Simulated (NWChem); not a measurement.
System: SnH4; SMILES [SnH4]

NWChem input:

```
start job
memory heap 200 mb stack 900 mb global 1100 mb
geometry units angstroms noautoz
  Sn    -0.000003    -0.000031     0.000014
  H      1.110741    -0.000005     1.302225
  H      0.803831    -0.472118    -1.435429
  H     -0.646087     1.572423    -0.198790
  H     -1.268377    -1.100296     0.331973
end
basis spherical
  Sn library def2-svp
  H library def2-svp
end
ecp
  Sn library def2-ecp
end
dft
  xc mn15
  iterations 150
  mulliken
end
task dft gradient
```

Parts of the log:

```
             Northwest Computational Chemistry Package (NWChem) 7.3.0
             --------------------------------------------------------

 C1  symmetry detected

                             Geometry "geometry" -> ""
                             -------------------------

 Output coordinates in angstroms (scale by  1.889725989 to convert to a.u.)

  No.       Tag          Charge          X              Y              Z
 ---- ---------------- ---------- -------------- -------------- --------------
    1 Sn                  50.0000    -0.00000007    -0.00000355     0.00000003
    2 H                    1.0000     1.61076257     0.14394242     0.56056135
    3 H                    1.0000    -0.14130422     0.75482068    -1.52963567
    4 H                    1.0000    -1.06017414     0.75737629     1.10993962
    5 H                    1.0000    -0.40928054    -1.65596202    -0.14086683

 Effective nuclear repulsion energy (a.u.)      62.9706407594

                                 NWChem DFT Module
                                 -----------------

 Summary of "ao basis" -> "ao basis" (spherical)
 ------------------------------------------------------------------------------
       Tag                 Description            Shells   Functions and Types
 ---------------- ------------------------------  ------  ---------------------
 Sn                         def2-svp                10       26   4s4p2d
 H                          def2-svp                 3        5   2s1p

            General Information
            -------------------
          SCF calculation type: DFT
          Wavefunction type:  closed shell.
          No. of atoms     :     5
          No. of electrons :    26
           Alpha electrons :    13
            Beta electrons :    13
          Charge           :     0
          Spin multiplicity:     1
          Use of symmetry is: off; symmetry adaption is: off
          Maximum number of iterations: 150
          AO basis - number of functions:    46
                     number of shells:    22
          Convergence on energy requested:  1.00D-06
          Convergence on density requested:  1.00D-05
          Convergence on gradient requested:  5.00D-04

              XC Information
              --------------
                         MN15 Method XC Functional
                     Hartree-Fock (Exact) Exchange  0.440
                          MN15 Exchange Functional  1.000
                        MN15 Correlation Potential  1.000

             Grid Information
             ----------------
          Grid used for XC integration:  medium
          Radial quadrature: Mura-Knowles
          Angular quadrature: Lebedev.
          Tag              B.-S. Rad. Rad. Pts. Rad. Cut. Ang. Pts.
          ---              ---------- --------- --------- ---------
          Sn                  1.45      123           7.0       590
          H                   0.35       45           8.0       434
          Grid pruning is: on
          Number of quadrature shells:   303
          Spatial weights used:  Erf1

      Superposition of Atomic Density Guess
      -------------------------------------

 Sum of atomic energies:        -251.09285904

      Non-variational initial energy
      ------------------------------

 Total energy =    -215.396771
 1-e energy   =    -434.174907
 2-e energy   =     190.434908
 HOMO         =      -0.385099
 LUMO         =       0.092685

     ---------------------------------------------
      Total Density - Mulliken Population Analysis
     ---------------------------------------------

    Atom       Charge   Shell Charges
 -----------   ------   -------------------------------------------------------
    1 Sn  22    21.55   1.60  0.42  0.94  0.37  3.24  2.76  1.34  0.82  9.75  0.31
    2 H    1     1.11   0.66  0.45  0.01
    3 H    1     1.11   0.66  0.45  0.01
    4 H    1     1.11   0.66  0.45  0.01
    5 H    1     1.11   0.66  0.45  0.01

   convergence    iter        energy       DeltaE   RMS-Dens  Diis-err
 ---------------- ----- ----------------- --------- --------- ---------
 d= 0,ls=0.0,diis     1   -216.1562627492 -2.44D+02  8.40D-03  1.58D-01
 d= 0,ls=0.0,diis     2   -216.1735454028 -1.73D-02  1.22D-03  1.20D-02
 d= 0,ls=0.0,diis     3   -216.1740599406 -5.15D-04  4.40D-04  2.72D-04
 d= 0,ls=0.0,diis     4   -216.1740873385 -2.74D-05  1.64D-04  5.33D-05
 d= 0,ls=0.0,diis     5   -216.1740936080 -6.27D-06  1.61D-05  1.23D-07
 d= 0,ls=0.0,diis     6   -216.1740936366 -2.85D-08  3.28D-06  2.06D-09

         Total DFT energy =     -216.174093636559
      One electron energy =     -434.243454872699
           Coulomb energy =      208.662854901659
    Exchange-Corr. energy =      -18.936721790642
 Nuclear repulsion energy =       28.343228125123

 Numeric. integr. density =       25.999976594135

                       DFT Final Molecular Orbital Analysis
                       ------------------------------------

 Vector   11  Occ=2.000000D+00  E=-3.573259D-01
              MO Center= -2.1D-01, -7.1D-01, -1.5D-01, r^2= 2.6D+00
   Bfn.  Coefficient  Atom+Function         Bfn.  Coefficient  Atom+Function
  ----- ------------  ---------------      ----- ------------  ---------------
    42      0.393128  5 H  s                 12     -0.354193  1 Sn py
    43      0.232355  5 H  s                 32     -0.174578  3 H  s
    15     -0.147101  1 Sn py                 9      0.130624  1 Sn py
     6      0.122951  1 Sn py                37     -0.118425  4 H  s
    33     -0.103178  3 H  s                 27     -0.100132  2 H  s

 Vector   12  Occ=2.000000D+00  E=-3.573202D-01
              MO Center=  5.8D-01,  2.2D-01,  3.2D-01, r^2= 2.7D+00
   Bfn.  Coefficient  Atom+Function         Bfn.  Coefficient  Atom+Function
  ----- ------------  ---------------      ----- ------------  ---------------
    27      0.379957  2 H  s                 11      0.345853  1 Sn px
    28      0.224571  2 H  s                 37     -0.209449  4 H  s
    14      0.143641  1 Sn px                32     -0.141402  3 H  s
     8     -0.127548  1 Sn px                38     -0.123793  4 H  s
     5     -0.120056  1 Sn px                33     -0.083574  3 H  s

 Vector   13  Occ=2.000000D+00  E=-3.573161D-01
              MO Center= -3.7D-01,  4.9D-01, -1.7D-01, r^2= 2.8D+00
   Bfn.  Coefficient  Atom+Function         Bfn.  Coefficient  Atom+Function
  ----- ------------  ---------------      ----- ------------  ---------------
    13      0.351754  1 Sn pz                32     -0.326093  3 H  s
    37      0.314509  4 H  s                 33     -0.192738  3 H  s
    38      0.185892  4 H  s                 16      0.146095  1 Sn pz
    10     -0.129724  1 Sn pz                 7     -0.122104  1 Sn pz
    18     -0.085490  1 Sn d -1              11     -0.077016  1 Sn px

 Vector   14  Occ=0.000000D+00  E= 5.587123D-02
              MO Center= -5.2D-03, -2.4D-02,  2.3D-03, r^2= 4.3D+00
   Bfn.  Coefficient  Atom+Function         Bfn.  Coefficient  Atom+Function
  ----- ------------  ---------------      ----- ------------  ---------------
     3      1.173816  1 Sn s                  4      0.904847  1 Sn s
    43     -0.687708  5 H  s                 28     -0.646331  2 H  s
    38     -0.646440  4 H  s                 33     -0.638293  3 H  s
     2     -0.342677  1 Sn s                  1     -0.264976  1 Sn s
    42     -0.203204  5 H  s                 27     -0.194524  2 H  s

 Vector   15  Occ=0.000000D+00  E= 5.615192D-02
              MO Center=  1.6D-01, -2.1D-01,  7.2D-02, r^2= 4.7D+00
   Bfn.  Coefficient  Atom+Function         Bfn.  Coefficient  Atom+Function
  ----- ------------  ---------------      ----- ------------  ---------------
    16      1.255449  1 Sn pz                33      0.896004  3 H  s
    38     -0.858517  4 H  s                 13      0.342362  1 Sn pz
    14     -0.270880  1 Sn px                32      0.187704  3 H  s
    37     -0.179626  4 H  s                 28     -0.136542  2 H  s
    18      0.124592  1 Sn d -1              43      0.104133  5 H  s

 Vector   16  Occ=0.000000D+00  E= 5.615747D-02
              MO Center= -2.8D-01, -5.3D-02, -1.5D-01, r^2= 4.7D+00
   Bfn.  Coefficient  Atom+Function         Bfn.  Coefficient  Atom+Function
  ----- ------------  ---------------      ----- ------------  ---------------
    14      1.258438  1 Sn px                28     -1.077895  2 H  s
    38      0.499476  4 H  s                 11      0.343159  1 Sn px
    33      0.281685  3 H  s                 43      0.280750  5 H  s
    16      0.270500  1 Sn pz                27     -0.226014  2 H  s
    21      0.120703  1 Sn d  2              20     -0.106074  1 Sn d  1

     ---------------------------------------------
      Total Density - Mulliken Population Analysis
     ---------------------------------------------

    Atom       Charge   Shell Charges
 -----------   ------   -------------------------------------------------------
    1 Sn  22    21.70   1.59  0.41  1.06  0.29  3.24  2.74  1.61  0.70  9.66  0.40
    2 H    1     1.07   0.70  0.37  0.01
    3 H    1     1.07   0.70  0.37  0.01
    4 H    1     1.07   0.70  0.37  0.01
    5 H    1     1.07   0.70  0.37  0.01

     -------------------------------------------
      Total Density - Lowdin Population Analysis
     -------------------------------------------

    Atom       Charge   Shell Charges
 -----------   ------   -------------------------------------------------------
    1 Sn  22    21.66   1.18  0.76  0.71  0.43  3.02  2.83  1.51  1.07  9.39  0.75
    2 H    1     1.09   0.61  0.45  0.02
    3 H    1     1.09   0.61  0.45  0.02
    4 H    1     1.09   0.61  0.45  0.02
    5 H    1     1.09   0.61  0.45  0.02

     Multipole analysis of the density
     ---------------------------------

     L   x y z        total         alpha         beta         nuclear
     -   - - -        -----         -----         ----         -------
     0   0 0 0     -0.000000    -13.000000    -13.000000     26.000000

     1   1 0 0      0.000001     -0.000001     -0.000001      0.000004
     1   0 1 0     -0.000077     -0.000132     -0.000132      0.000188
     1   0 0 1     -0.000002     -0.000000     -0.000000     -0.000002

     2   2 0 0    -21.395646    -17.672116    -17.672116     13.948587
     2   1 1 0      0.000032      0.000016      0.000016     -0.000000
     2   1 0 1      0.000024      0.000012      0.000012      0.000000
     2   0 2 0    -21.395590    -17.672624    -17.672624     13.949658
     2   0 1 1      0.000010      0.000005      0.000005      0.000000
     2   0 0 2    -21.395642    -17.671795    -17.671795     13.947948

            General Information
            -------------------
          SCF calculation type: DFT
          Wavefunction type:  closed shell.
          No. of atoms     :     5
          No. of electrons :    26
           Alpha electrons :    13
            Beta electrons :    13
          Charge           :     0
          Spin multiplicity:     1
          Use of symmetry is: off; symmetry adaption is: off
          Maximum number of iterations: 150
          AO basis - number of functions:    46
                     number of shells:    22
          Convergence on energy requested:  1.00D-06
          Convergence on density requested:  1.00D-05
          Convergence on gradient requested:  5.00D-04

              XC Information
              --------------
                         MN15 Method XC Functional
                     Hartree-Fock (Exact) Exchange  0.440
                          MN15 Exchange Functional  1.000
                        MN15 Correlation Potential  1.000

             Grid Information
             ----------------
          Grid used for XC integration:  medium
          Radial quadrature: Mura-Knowles
          Angular quadrature: Lebedev.
          Tag              B.-S. Rad. Rad. Pts. Rad. Cut. Ang. Pts.
          ---              ---------- --------- --------- ---------
          Sn                  1.45      123           7.0       590
          H                   0.35       45           8.0       434
          Grid pruning is: on
          Number of quadrature shells:   303
          Spatial weights used:  Erf1

          Convergence Information
          -----------------------
          Convergence aids based upon iterative change in
          total energy or number of iterations.
          Levelshifting, if invoked, occurs when the
          HOMO/LUMO gap drops below (HL_TOL):  1.00D-02
          DIIS, if invoked, will attempt to extrapolate
          using up to (NFOCK): 10 stored Fock matrices.

                    Damping( 0%)  Levelshifting(0.5)       DIIS
                  --------------- ------------------- ---------------
          dE  on:    start            ASAP                start
          dE off:    2 iters        150 iters           150 iters

                            NWChem DFT Gradient Module
                            --------------------------

  charge          =   0.00
  wavefunction    = closed shell

                         DFT ENERGY GRADIENTS

    atom               coordinates                        gradient
                 x          y          z           x          y          z
   1 Sn     -0.000000  -0.000007   0.000000    0.000013   0.000005  -0.000007
   2 H       3.043900   0.272012   1.059307    0.001831   0.000160   0.000646
   3 H      -0.267026   1.426404  -2.890592   -0.000170   0.000864  -0.001752
   4 H      -2.003439   1.431234   2.097482   -0.001213   0.000880   0.001275
   5 H      -0.773428  -3.129314  -0.266200   -0.000461  -0.001909  -0.000162
```

Level: MN15/def2-SVP with def2 effective core potentials on Sn. All runs use the structure optimised with PBE0/def2-SVP. def2 effective core potentials on Sn; no spin-orbit coupling.
